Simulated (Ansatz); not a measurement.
Start from `OC[CH2][GeH3]` and change one atom or group to get `OCCBF`.

Ansatz, PBE0-D4/def2-TZVP geometries, multiplicity 1. Each molecule was computed in one conformer, which needn't be the lowest.

Scalar relativity is left out up to krypton.

```tsv
property	`OC[CH2][GeH3]`
HOMO energy (PBE0/def2-TZVPP) / eV	-7.92
HOMO–LUMO gap (B3LYP/def2-TZVPP) / eV	8.15
LUMO energy (PBE/def2-TZVPP) / eV	-0.03
HOMO–LUMO gap (PBE/def2-TZVPP) / eV	6.21
LUMO energy (PBE0/def2-TZVPP) / eV	0.78
size of the dipole moment (ωB97M-V/def2-TZVPP) / D	1.26
```

Q: Give the same properties after the change, and the shifts. (Best estimate.)

A: Computed: 
```csv
property,`OCCBF`,shift
HOMO energy (PBE0/def2-TZVPP) / eV,-7.91,0.01
HOMO–LUMO gap (B3LYP/def2-TZVPP) / eV,6.71,-1.44
LUMO energy (PBE/def2-TZVPP) / eV,-1.73,-1.70
HOMO–LUMO gap (PBE/def2-TZVPP) / eV,4.52,-1.69
LUMO energy (PBE0/def2-TZVPP) / eV,-0.69,-1.47
size of the dipole moment (ωB97M-V/def2-TZVPP) / D,1.68,0.42
```

Dipoles are sizes alone; their direction can turn.

B3LYP here is the variant with VWN-RPA as its local correlation; programs differ in this.
